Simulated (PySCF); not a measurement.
Structure problem from calculated spectra and properties.

Formula: C7H8O3.

| Property | Result |
| --- | --- |
| Dipole | 3.05 D [PBE0/pcSseg-1] |
| Rotational structure | rotational constants A, B, C: 3.933, 0.725, 0.617 GHz [GFN2-xTB] |
| NMR, other nuclei | isotropic shieldings of nuclei other than C and H, by class: -62 (1 O), 25 (1 O), 136 (1 O) ppm [GIAO PBE0/pcSseg-1] |
| 1H NMR | chemical shifts (computed TMS as zero) by class: 7.68 (1 H), 6.44 (1 H), 6.03 (1 H), 2.85 (2 H), 1.38 (3 H) ppm [GIAO PBE0/pcSseg-1] |
| 13C NMR | chemical shifts (computed TMS as zero) by class: 168.7 (1 C), 162.9 (1 C), 148.8 (1 C), 130.7 (1 C), 113.0 (1 C), 25.6 (1 C), 11.2 (1 C) ppm [GIAO PBE0/pcSseg-1] |

The electronic properties come from PySCF, for the isolated species, density fitting. Levels stand in brackets. Geometry: GFN2-xTB, one conformer, isolated molecule. NMR classes are plain means over equivalent atoms (diastereotopic ones count apart unless rotation or inversion swaps them), as if these changed places fast.

Q: Propose a structure and show how it fits.

A: Numbering: `[CH3:1][CH2:2][c:3]1[cH:4][cH:5][c:6]([C:7](=[O:8])[OH:9])[o:10]1`. Its formula, C7H8O3, gives 4 degrees of unsaturation: 1 ring and 3 π bonds in the structure found (Kekulé form). 7 carbons fall into 7 classes; from least to most shielded: substituted aromatic carbon [C3] (168.7 ppm), carboxylic acid carbon [C7] (162.9 ppm), substituted aromatic carbon [C6] (148.8 ppm), aromatic CH carbon [C5] (130.7 ppm), aromatic CH carbon [C4] (113.0 ppm), benzylic-type carbon [C2] (25.6 ppm), methyl carbon [C1] (11.2 ppm). Hydrogen classes from least to most shielded: 1 H on an aromatic CH carbon, C5 (7.68 ppm), 1 H on an aromatic CH carbon, C4 (6.44 ppm), 1 H on an acid hydroxyl oxygen, O9 (6.03 ppm), 2 H on a benzylic-type carbon, C2 (2.85 ppm), 3 H on a methyl carbon, C1 (1.38 ppm). The other shieldings belong to: -62 ppm, acid carbonyl oxygen [O8]; 25 ppm, furan-type oxygen [O10]; 136 ppm, acid hydroxyl oxygen [O9]. The optimised geometry has point group Cs and is an asymmetric top. Structure: `CCC1=CC=C(C(=O)O)O1`. Computed isomers that give other values at the same levels: `O=C1OC=C[C@@H]1[C@@H]1C[C@@H]1O` (13C chemical shifts (computed TMS as zero) by class: 185.5 (1 C), 150.2 (1 C), 119.6 (1 C), 51.5 (1 C), 40.7 (1 C), 26.1 (1 C), 13.2 (1 C) ppm); `CC#CCC(=O)OC(C)=O` (13C chemical shifts (computed TMS as zero) by class: 170.3 (1 C), 167.0 (1 C), 88.1 (1 C), 77.1 (1 C), 30.6 (1 C), 24.2 (1 C), 4.7 (1 C) ppm); `CC(=O)O/C=C/C=C/C=O` (13C chemical shifts (computed TMS as zero) by class: 191.7 (1 C), 172.3 (1 C), 156.6 (1 C), 147.6 (1 C), 132.6 (1 C), 119.5 (1 C), 22.9 (1 C) ppm). The assignments are read from this structure; whether some other isomer fits the data as well wasn't checked.

Shape of the structure used: `[CH3:1][CH2:2][c:3]1[cH:4][cH:5][c:6]([C:7](=[O:8])[OH:9])[o:10]1`: C1–C2–C3–C4 0°, C5–C6–C7–O8 1°, H–O9–C7–C6 180°.
